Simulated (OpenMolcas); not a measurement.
## Cr3+ in Cs2NaYBr6: curves along the breathing mode

Cr3+ with its 6 nearest bromide ions, on the Y site of Cs2NaYBr6 (a = 11.3047 Å, distance in the model lattice 2.765 Å). The rest of the host is ab initio model potentials to 7.6 Å, with orthogonalisation functions on the cations behind the ligands, and point charges beyond; the distance is set by hand and nothing relaxes. Ligand basis ANO-RCC-VDZP.

```yaml
Program: OpenMolcas
Method: CASSCF
Basis: ANO-RCC-VDZP [5s4p2d1f]
Scalar_Hamiltonian: DKH2, point nucleus
Active_space: 3 electrons in 5 orbitals (3d)
State_averaging: 2S+1 = 4 even, 10 roots; 2S+1 = 2 even, 40 roots
Spin-orbit_coupling: RASSI with atomic mean-field integrals over the reference wave functions
```

Spin-free energies (labels of O, the rotations of Oh) in cm-1 above the lowest fitted minimum, as all ligands move together:

```tsv
R (Å)	4A2	4T2	4T1	2E	2T1	2T2	2A1
2.437	4360	17050	24520	22890	23790	30100	32340
2.494	1140	12500	19540	19770	20660	26530	27970
2.552	20	10210	16820	18720	19610	24990	25840
2.609	710	9920	16110	19470	20340	25240	25680
2.724	6540	14180	19590	25390	26220	30120	30160
2.781	11280	18290	23380	30150	30950	34400	34370
```

Cubic fits give the following; the wavenumber is harmonic, with the mass of all moving ligands, small differences in it between states hang on the degree of the fit, a number in brackets counts states of one label, and the table is a selection of at most 14 states with clean curves.

```
 State  R0 (Å)  Breathing mode (cm-1)  Minimum (cm-1)
   4A2   2.558                    196               0
   4T2   2.590                    197            9800
   4T1   2.603                    195           16070
    2E   2.556                    195           18710
   2T1   2.556                    195           19600
   2T2   2.572                    191           24880
   2A1   2.586                    197           25510
2T2(2)   2.580                    200           27700
4T1(2)   2.603                    200           28260
2T1(2)   2.584                    197           28930
 2E(2)   2.584                    197           31260
2T1(3)   2.591                    195           32930
2T2(3)   2.608                    195           37180
2T1(4)   2.613                    198           37510
```

The minimum of 4T2 is shifted by +0.0321 Å against 4A2 (from the unrounded fits). With M = 479.4 u for the moving shell, the Huang-Rhys factor in this mode is S = M ω ΔR² / 2ħ = 0.01483 × 479.4 × 196 × 0.0321² = 1.44. Only the first shell moves, against a rigid host.

Without dynamic correlation the repulsion within the d shell is too large (B by tens of per cent), so at a given field states of lower spin stand too high. Ligand-to-metal charge-transfer states are missing. With no ligand orbital active B as a rule stays too high, so bands that hang on it stand too high and its fall with covalency is understated. With metal d orbitals alone and no dynamic correlation the field as a rule comes out too small, by tens of per cent, by up to half for chloride and softer ligands. The least metal-like active orbital is 83 % on the metal (Löwdin) and no ligand orbital is active, so the numbers are rough (holds for R = 2.437). The least metal-like active orbital is 84 % on the metal (Löwdin) and no ligand orbital is active, so the numbers are rough (holds for R = 2.494). No measured value stands beside these numbers.
